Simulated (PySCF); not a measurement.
C3H10CdSSi, SMILES C[Si](C)(C)[Cd][SH], GFN2-xTB optimised geometry.

```
16

Cd    -1.09     0.02     0.00
S     -2.28     2.23     0.00
H     -3.57     1.93    -0.01
Si     1.47     0.02     0.00
C      1.93     1.11    -1.53
C      2.51    -1.59    -0.06
C      1.95     1.00     1.59
H      2.96     1.45    -1.49
H      1.81     0.56    -2.46
H      1.30     1.99    -1.57
H      2.30    -2.17    -0.95
H      2.31    -2.23     0.80
H      3.57    -1.36    -0.06
H      1.84     0.39     2.48
H      1.32     1.88     1.70
H      2.98     1.34     1.56
```

Density from B3LYP/def2-TZVP, def2 effective core potentials past Kr (PySCF 2.14.0) at that geometry. The core electrons that the potentials of Cd replace are not part of the density.

Minimum of the electron density along straight lines between bonded atoms, close to the bond critical point (lines longer than 1.1 times the sum of covalent radii, or with two minima, are not listed):

```tsv
bond	length / Å	ρ at the minimum / e bohr⁻³	∇²ρ there / e bohr⁻⁵	position (fraction from the first atom)
Cd1–S2	2.508	0.063	0.13	0.48
S2–H3	1.321	?	?	0.62
Cd1–Si4	2.559	0.063	?	0.52
Si4–C5	1.927	0.113	0.10	0.39
Si4–C6	1.925	0.114	0.11	0.39
Si4–C7	1.927	0.113	0.11	0.39
C5–H8	1.087	0.275	-0.92	0.64
C5–H9	1.088	0.275	-0.92	0.64
C5–H10	1.090	0.275	-0.92	0.64
C6–H11	1.086	0.277	-0.93	0.64
C6–H12	1.086	0.277	-0.93	0.64
C6–H13	1.087	0.276	-0.92	0.64
C7–H14	1.088	0.275	-0.92	0.64
C7–H15	1.090	0.275	-0.92	0.64
C7–H16	1.087	0.275	-0.92	0.64
```

### Question
Some entries are withheld; supply them.

### Answer

- S2–H3, ρ at the minimum / e bohr⁻³: 0.220
- S2–H3, ∇²ρ there / e bohr⁻⁵: -0.65
- Cd1–Si4, ∇²ρ there / e bohr⁻⁵: -0.01
